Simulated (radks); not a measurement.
Neutral cadmium, configuration [Kr] 4d8 5s2 5p2 (not the ground configuration).

Calculated with a radial shooting solver on a logarithmic mesh with Libxc functionals: scalar-relativistic Kohn-Sham, PBE, spin-polarised, spherical densities, point nucleus; open shells are filled with parallel spins first (spin-orbit coupling, left out, can overturn this in heavy ions).

Energy parts (eV):
| part | energy |
|---|---|
| total | -152210.442 |
| kinetic | 158393.064 |
| electron-nucleus | -367454.680 |
| Hartree | 61033.020 |
| exchange-correlation | -4181.846 |

Orbitals (lengths in bohr, moments of r in powers of bohr; <r^-3> diverges for s and p1/2; r(max) is where P^2 peaks):
[
 {"orbital": "1s up", "occ.": "1", "eigenvalue (eV)": "-26539.37", "<r^-3>": "-", "r(max)": "0.01968", "<r^4>": "4.064e-06"},
 {"orbital": "1s down", "occ.": "1", "eigenvalue (eV)": "-26539.34", "<r^-3>": "-", "r(max)": "0.01968", "<r^4>": "4.064e-06"},
 {"orbital": "2s up", "occ.": "1", "eigenvalue (eV)": "-3952.460", "<r^-3>": "-", "r(max)": "0.1112", "<r^4>": "0.0007173"},
 {"orbital": "2s down", "occ.": "1", "eigenvalue (eV)": "-3951.996", "<r^-3>": "-", "r(max)": "0.1112", "<r^4>": "0.0007172"},
 {"orbital": "2p up", "occ.": "3", "eigenvalue (eV)": "-3547.829", "<r^-3>": "4067", "r(max)": "0.08899", "<r^4>": "0.0005149"},
 {"orbital": "2p down", "occ.": "3", "eigenvalue (eV)": "-3547.459", "<r^-3>": "4068", "r(max)": "0.08899", "<r^4>": "0.0005148"},
 {"orbital": "3s up", "occ.": "1", "eigenvalue (eV)": "-747.9721", "<r^-3>": "-", "r(max)": "0.3238", "<r^4>": "0.03299"},
 {"orbital": "3s down", "occ.": "1", "eigenvalue (eV)": "-747.7235", "<r^-3>": "-", "r(max)": "0.3239", "<r^4>": "0.03295"},
 {"orbital": "3p up", "occ.": "3", "eigenvalue (eV)": "-615.2917", "<r^-3>": "736.2", "r(max)": "0.3171", "<r^4>": "0.03517"},
 {"orbital": "3p down", "occ.": "3", "eigenvalue (eV)": "-615.0058", "<r^-3>": "736.1", "r(max)": "0.3171", "<r^4>": "0.03511"},
 {"orbital": "3d up", "occ.": "5", "eigenvalue (eV)": "-407.7989", "<r^-3>": "100.9", "r(max)": "0.2657", "<r^4>": "0.03309"},
 {"orbital": "3d down", "occ.": "5", "eigenvalue (eV)": "-407.3675", "<r^-3>": "100.9", "r(max)": "0.2658", "<r^4>": "0.03302"},
 {"orbital": "4s up", "occ.": "1", "eigenvalue (eV)": "-119.4608", "<r^-3>": "-", "r(max)": "0.7936", "<r^4>": "1.105"},
 {"orbital": "4s down", "occ.": "1", "eigenvalue (eV)": "-117.6940", "<r^-3>": "-", "r(max)": "0.7929", "<r^4>": "1.103"},
 {"orbital": "4p up", "occ.": "3", "eigenvalue (eV)": "-80.0767", "<r^-3>": "128.3", "r(max)": "0.8417", "<r^4>": "1.629"},
 {"orbital": "4p down", "occ.": "3", "eigenvalue (eV)": "-78.2766", "<r^-3>": "128.6", "r(max)": "0.8410", "<r^4>": "1.629"},
 {"orbital": "4d up", "occ.": "5", "eigenvalue (eV)": "-23.1521", "<r^-3>": "11.65", "r(max)": "0.9600", "<r^4>": "5.313"},
 {"orbital": "4d down", "occ.": "3", "eigenvalue (eV)": "-21.3544", "<r^-3>": "11.65", "r(max)": "0.9595", "<r^4>": "5.357"},
 {"orbital": "5s up", "occ.": "1", "eigenvalue (eV)": "-10.5251", "<r^-3>": "-", "r(max)": "2.129", "<r^4>": "81.05"},
 {"orbital": "5s down", "occ.": "1", "eigenvalue (eV)": "-8.9173", "<r^-3>": "-", "r(max)": "2.125", "<r^4>": "86.16"},
 {"orbital": "5p up", "occ.": "2", "eigenvalue (eV)": "-4.1436", "<r^-3>": "8.541", "r(max)": "2.666", "<r^4>": "275.7"},
 {"orbital": "5p down", "occ.": "0", "eigenvalue (eV)": "-2.6950", "<r^-3>": "7.891", "r(max)": "2.697", "<r^4>": "351.7"}
]

The highest occupied level is 5p up at -4.144 eV. The density falls to 0.001 e/bohr^3 at r = 4.79 bohr. Spin moment in Bohr magnetons: 4. Summed over all electrons, <r^2> = 63.61 bohr^2, which gives a Langevin (diamagnetic) susceptibility term of -50.4 x 10^-6 cm^3/mol.
